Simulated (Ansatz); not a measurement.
A run for Ansatz (a program for electronic structure): R-SVWN5/def2-TZVPP on BiH3Te2 (SMILES [TeH][BiH][TeH]), a point of a torsion scan. Elements past Kr take the def2 small-core potentials; no spin–orbit coupling.

Ansatz 0.2 input:
```yaml
crystal:
  periodic: [false, false, false]
  atoms:
    - {symbol: Te, position_ang: [-2.41694181, 0.72996726, 0.49598961]}
    - {symbol: Bi, position_ang: [0.37600024, 0.85447513, 0.77105230]}
    - {symbol: Te, position_ang: [0.33358047, 0.52036247, 3.55588368]}
    - {symbol: H, position_ang: [-2.38349707, 1.72773889, -0.82889091]}
    - {symbol: H, position_ang: [0.49900902, -0.93450575, 0.65359258]}
    - {symbol: H, position_ang: [0.73940509, 2.10750608, 3.81156540]}
basis:
  gaussian:
    orbitals: def2-TZVPP
hamiltonian:
  xc: {name: SVWN5}
scf: {lower_state_search: off}
```

The head of its log:

```
WARN ansatz: RAYON_NUM_THREADS=1 ignored (pool sized by the plan → 1); use --threads N
Functional definition: SVWN5
these checks for a lower state are left out or cut short: stability, starts, cluster_reference, orbital_swaps, neighbouring_geometries, increment
integrals: 0.12 GiB planned
1309 factors; their error is unknown
mean field: 0.75 GiB planned
mean field evaluation 1: about -20448.1934 eV, gradient 1.8e1 eV
mean field evaluation 2: about -20447.0553 eV, gradient 2.7e1 eV
```

Give the final energy of this run.

-751.4891 hartree.
